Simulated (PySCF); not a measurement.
A geometry optimisation on `C[AsH]C(C)(C)C`.

Computed with PBE0-D3(BJ)/def2-SVP geometry optimisation, gas phase (PySCF 2.14.0). Start geometry: GFN2-xTB. A driver script takes a list of jobs; this job's settings line and coordinates (Å) are shown.

Input:
```
{"job": {"xc": "PBE0", "basis": "def2-SVP", "d3": "d3bj", "grid": 1, "kind": "geom"}, "charge": 0, "multiplicity": 1}
C      2.530010    -0.044870    -0.109330
As     1.132530    -0.364890     1.246310
C     -0.541380    -0.096200     0.140360
C     -0.551250     1.227110    -0.611970
C     -0.661520    -1.254400    -0.844900
C     -1.719240    -0.131350     1.112590
H      2.353500     0.854720    -0.694310
H      3.493860     0.052120     0.390460
H      2.590460    -0.901540    -0.780200
H      1.142080     1.057310     1.754280
H      0.248250     1.266970    -1.350620
H     -1.495740     1.356470    -1.142480
H     -0.432640     2.062740     0.079270
H      0.166320    -1.243970    -1.554310
H     -0.646390    -2.208610    -0.314740
H     -1.592030    -1.192400    -1.410070
H     -2.662800     0.009850     0.584690
H     -1.754210    -1.090080     1.632380
H     -1.619410     0.659510     1.857680
```

Output:
```
step   0  E = -2433.31077830  max force = 0.012938
step   1  E = -2433.31244522  max force = 0.002352
step   2  E = -2433.31253161  max force = 0.000687
step   3  E = -2433.31255321  max force = 0.000397
step   4  E = -2433.31256923  max force = 0.000558
step   5  E = -2433.31257790  max force = 0.000464
step   6  E = -2433.31258179  max force = 0.000246
optimisation converged
```

Energies in Eh; «max force» is the largest Cartesian gradient component in Eh/bohr.

Question: Give the first gradient maximum in eV/Å.

Answer: With 1 Eh/bohr = 51.422 eV/Å, 0.665 eV/Å.

In short: final energy -2433.31258 Eh after 6 steps; dipole 1.11 D.

Question: Give the final coordinates.

Answer: 0.043 Å rms from the input after alignment:
```
atom  x, y, z in Å
C1     2.5125   -0.0256   -0.1421
As2    1.1325   -0.3965    1.2115
C3    -0.5403   -0.0981    0.1377
C4    -0.5337    1.2266   -0.6141
C5    -0.6693   -1.2651   -0.8394
C6    -1.6908   -0.1269    1.1420
H7     2.3393    0.9060   -0.6973
H8     3.4849    0.0392    0.3673
H9     2.5576   -0.8675   -0.8479
H10    1.1479    1.0058    1.8214
H11    0.2850    1.2836   -1.3472
H12   -1.4784    1.3507   -1.1735
H13   -0.4374    2.0826    0.0717
H14    0.1449   -1.2709   -1.5814
H15   -0.6625   -2.2359   -0.3190
H16   -1.6195   -1.1922   -1.3968
H17   -2.6572   -0.0217    0.6185
H18   -1.7174   -1.0735    1.7046
H19   -1.6178    0.6978    1.8689
```

Hardware: one thread of an x86-64 server, on a shared host. Cost: 1.8 min.
Labels such as C1 count atoms from 1, the log's own numbers from 0.
